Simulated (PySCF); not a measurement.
Si(vinyl)2Ph2, C16H16Si.
Bonds: Si1–C2, Si1–C7, Si1–C12, Si1–C23, C2–C3, C7–C8, C12–C13, C12–C17, C13–C14, C14–C15, C15–C16, C16–C17, C23–C24, C23–C28, C24–C25, C25–C26, C26–C27, C27–C28. Hydrogens: H4 on C2; H5, H6 on C3; H9 on C7; H10, H11 on C8; H18 on C13; H19 on C14; H20 on C15; H21 on C16; H22 on C17; H29 on C24; H30 on C25; H31 on C26; H32 on C27; H33 on C28.

Definitions: NICS(0) = −σiso at the ring centroid; NICS(1) = −σiso and NICS(1)zz = −σzz at ±1 Å along the ring normal z. Level: GIAO PBE0/pcSseg-1 (PySCF, non-relativistic, gas phase) on the PBE0-D3(BJ)/def2-SVP geometry, one conformer.

Ring bond lengths (Å), with Mayer bond orders in brackets: C12–C13 1.405 (1.41), C13–C14 1.393 (1.45), C14–C15 1.395 (1.42), C15–C16 1.394 (1.43), C16–C17 1.395 (1.44), C17–C12 1.402 (1.44); C23–C24 1.403 (1.44), C24–C25 1.395 (1.44), C25–C26 1.394 (1.43), C26–C27 1.395 (1.42), C27–C28 1.394 (1.44), C28–C23 1.405 (1.41).

Task: Give the NICS values of each ring in ppm.

Result: 
| ring | type | NICS(0) | NICS(1), two faces | NICS(1)zz, two faces | rms pucker (Å) | centre to ring atoms, mean (Å) |
| --- | --- | --- | --- | --- | --- | --- |
| C12–C13–C14–C15–C16–C17 | 6-membered carbocycle | -7.7 | -11.1 / -11.0 | -28.3 / -28.4 | 0.00 | 1.40 |
| C23–C24–C25–C26–C27–C28 | 6-membered carbocycle | -7.4 | -10.7 / -10.8 | -28.7 / -28.6 | 0.00 | 1.40 |

Task: What do they say, and how far can they be read as aromaticity?

Result: 
- C12–C13–C14–C15–C16–C17: mean NICS(1)zz -28.4 ppm, shielded.
- C23–C24–C25–C26–C27–C28: mean NICS(1)zz -28.6 ppm, shielded.

Task: At the second NICS(1) probe listed for ring C12–C13–C14–C15–C16–C17, 1 Å off the ring, how large is the induced field along the normal in 11.7 T applied along it?

Result: NICSzz × B0 = -28.4 ppm × 11.7 T = -332 μT, against the applied field.

Task: Give the inner angles of the rings and the Hirshfeld charges of the ring atoms.

Result: 
- C12–C13–C14–C15–C16–C17: C12 118.1° (-0.094 e), C13 121.1° (-0.043 e), C14 119.9° (-0.050 e), C15 119.8° (-0.046 e), C16 120.0° (-0.050 e), C17 121.0° (-0.046 e); sum 720.0° against 720° for a flat convex ring.
- C23–C24–C25–C26–C27–C28: C23 118.0° (-0.091 e), C24 121.1° (-0.045 e), C25 120.0° (-0.050 e), C26 119.8° (-0.045 e), C27 119.9° (-0.049 e), C28 121.1° (-0.040 e); sum 720.0° against 720° for a flat convex ring.

Task: How shielded are the nuclei of the rings and their hydrogens (means over atoms taken as equivalent)?

Result: 
| atoms | environment | σ isotropic (ppm) |
| --- | --- | --- |
| C12 (×2) | carbon bonded to 2 C and Si | 46.4 |
| C13 (×4) | carbon bonded to 2 C and H | 41.5 |
| C14 (×4) | carbon bonded to 2 C and H | 51.1 |
| C15 (×2) | carbon bonded to 2 C and H | 48.9 |
| H18 (×4) | hydrogen on carbon | 23.62 |
| H19 (×4) | hydrogen on carbon | 23.76 |
| H20 (×2) | hydrogen on carbon | 23.73 |

Task: How do the values depend on the level or the medium?

Result: 
```csv
level,"NICS(0), C12–C13–C14–C15–C16–C17","mean NICS(1)zz, C12–C13–C14–C15–C16–C17","NICS(0), C23–C24–C25–C26–C27–C28","mean NICS(1)zz, C23–C24–C25–C26–C27–C28"
"PBE0/pcSseg-1, gas",-7.7,-28.4,-7.4,-28.6
"wB97X-D/pcSseg-1, gas",-7.7,-28.5,-7.3,-28.8
```

The geometry is the same throughout.

The run took 1.7 min wall, 3.8 min CPU (with the writing of density and orbital grids) on 2 threads, Intel Xeon 6975P-C (x86_64), shared host with 192 logical CPUs at a one-minute load of 56, and the process peaked at 3.0 GiB of memory. This is the whole shielding run at PBE0/pcSseg-1, SCF included.
